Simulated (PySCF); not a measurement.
Job file and geometry (Å, from GFN2-xTB) of an NMR shielding run on `FC[Si@@H]1C[SiH2][C@@H](F)C1`, C₄H₁₀F₂Si₂, GIAO PBE0/pcSseg-1 NMR shielding, non-relativistic, gas phase in PySCF; density fitting, a coarse starting grid and PySCF grid level 2 are the driver's defaults:

```
$ OMP_NUM_THREADS=1 python probes_run.py task.json out

{"job": {"kind": "nmr", "xc": "PBE0", "basis": "pcSseg-1"}, "charge": 0, "multiplicity": 1}
F      2.711473    -0.820195     0.511163
C      2.515669    -0.023806    -0.601872
Si     0.667441     0.483160    -0.721623
C      0.062847     1.216433     0.934556
Si    -1.508689     0.251342     1.421535
C     -1.789521    -0.714466    -0.220630
F     -2.473139     0.145982    -1.087534
C     -0.446073    -1.060520    -0.850506
H      2.858227    -0.604344    -1.459829
H      3.173530     0.838720    -0.483599
H      0.535668     1.386509    -1.872051
H      0.824238     1.130240     1.706676
H     -0.150865     2.277529     0.833207
H     -1.272313    -0.708313     2.503630
H     -2.669885     1.098588     1.684838
H     -2.434406    -1.596240    -0.142124
H     -0.017572    -1.893469    -0.291375
H     -0.595389    -1.400832    -1.876120
```

**Question.** Write the output of this run.

**Answer.** 
```
coarse grid: 15968 points
cycle   1  E = -936.2857517805  dE =  6.491e-01  |g| = 6.889e-01  |ddm| = 3.762e+00
cycle   2  E = -936.2237412993  dE =  6.201e-02  |g| = 9.369e-01  |ddm| = 1.228e+00
cycle   3  E = -936.3738337146  dE = -1.501e-01  |g| = 7.252e-02  |ddm| = 7.369e-01
cycle   4  E = -936.3745589380  dE = -7.252e-04  |g| = 3.516e-02  |ddm| = 6.846e-02
cycle   5  E = -936.3748248455  dE = -2.659e-04  |g| = 6.797e-03  |ddm| = 3.232e-02
cycle   6  E = -936.3748345136  dE = -9.668e-06  |g| = 2.597e-03  |ddm| = 8.414e-03
final grid: 145616 points
cycle   7  E = -936.4354830148  dE = -3.485e-05  |g| = 1.039e-02  |ddm| = 2.331e-02
cycle   8  E = -936.4354607021  dE =  2.231e-05  |g| = 1.484e-02  |ddm| = 2.020e-02
cycle   9  E = -936.4355075502  dE = -4.685e-05  |g| = 1.024e-03  |ddm| = 1.138e-02
cycle  10  E = -936.4355077100  dE = -1.598e-07  |g| = 3.524e-04  |ddm| = 1.046e-03
cycle  11  E = -936.4355077308  dE = -2.073e-08  |g| = 6.755e-05  |ddm| = 2.932e-04
cycle  12  E = -936.4355077315  dE = -7.719e-10  |g| = 2.735e-05  |ddm| = 7.504e-05
converged SCF energy = -936.4355077315

GIAO shielding tensors (ppm)
atom      isotropic    diamagn.    paramagn.     s11        s22        s33       span
  0 F      484.178     474.530       9.648    435.444    486.863    530.227     94.783
  1 C      108.386     248.125    -139.738     60.737     86.384    178.037    117.300
  2 Si     349.212     880.238    -531.026    285.126    356.394    406.116    120.990
  3 C      205.046     258.121     -53.075    196.526    205.142    213.470     16.943
  4 Si     376.101     879.798    -503.698    310.055    395.850    422.397    112.342
  5 C       93.190     248.491    -155.301     54.319     75.013    150.238     95.919
  6 F      403.628     476.260     -72.632    352.804    386.865    471.214    118.410
  7 C      166.317     254.399     -88.082    153.550    156.543    188.857     35.308
  8 H       26.745      28.665      -1.920     22.361     26.488     31.386      9.025
  9 H       26.706      28.386      -1.680     22.163     26.476     31.478      9.315
 10 H       27.087      29.420      -2.334     24.093     24.606     32.561      8.469
 11 H       31.551      31.536       0.015     25.753     28.525     40.374     14.621
 12 H       31.635      30.470       1.165     26.090     27.650     41.166     15.076
 13 H       27.450      29.098      -1.648     24.037     24.926     33.387      9.350
 14 H       27.195      28.567      -1.372     23.374     24.860     33.352      9.978
 15 H       26.138      29.279      -3.140     22.864     26.008     29.543      6.679
 16 H       30.758      32.427      -1.669     26.140     28.663     37.472     11.332
 17 H       30.003      30.583      -0.580     25.355     27.588     37.066     11.710
```

**Question.** Turn these shieldings into chemical shifts. δ = σ(ref) − σ, references computed at the same level: 19F (σ = 170.95 ppm) vs CFCl3; 13C (σ = 186.93 ppm), 29Si (σ = 349.16 ppm), 1H (σ = 31.72 ppm) against TMS.

**Answer.** Averaging equivalent atoms: F 6: -232.7; F 0: -313.2; C 5: 93.7; C 1: 78.5; C 7: 20.6; C 3: -18.1; Si 2: -0.1; Si 4: -26.9; H 15: 5.58; H 9: 5.01; H 8: 4.97; H 10: 4.63; H 14: 4.52; H 13: 4.27; H 17: 1.71; H 16: 0.96; H 11: 0.17; H 12: 0.08 ppm. Unscaled 19F shifts against computed CFCl3 carry errors that often reach 10 to 50 ppm.

Size and cost of the density-fitted run: 200 basis functions, 60 s wall time on 1 thread of an Arm Neoverse N1, shared host; peak memory 0.9 GiB.
